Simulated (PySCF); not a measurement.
H2W, SMILES [WH2] (connectivity only; charge and spin as stated), neutral, multiplicity 5.

Coordinates come from a PBE-D3(BJ)/def2-TZVPD optimisation. The multiplicity is an assumed one; other spin states were not compared. The def2 effective core potentials stand for the cores of W; spin–orbit coupling is left out.

Method: PBE-D3(BJ)/def2-TZVPD (PySCF).

Frequencies are harmonic and unscaled.

```json
[
 {"mode": "1", "ν (cm⁻¹)": "635", "IR (km/mol)": "41.2", "moving atoms (share of kinetic energy)": "H 99 %"},
 {"mode": "2", "ν (cm⁻¹)": "1903", "IR (km/mol)": "157.5", "moving atoms (share of kinetic energy)": "H 99 %"},
 {"mode": "3", "ν (cm⁻¹)": "1916", "IR (km/mol)": "41.8", "moving atoms (share of kinetic energy)": "H 100 %"}
]
```
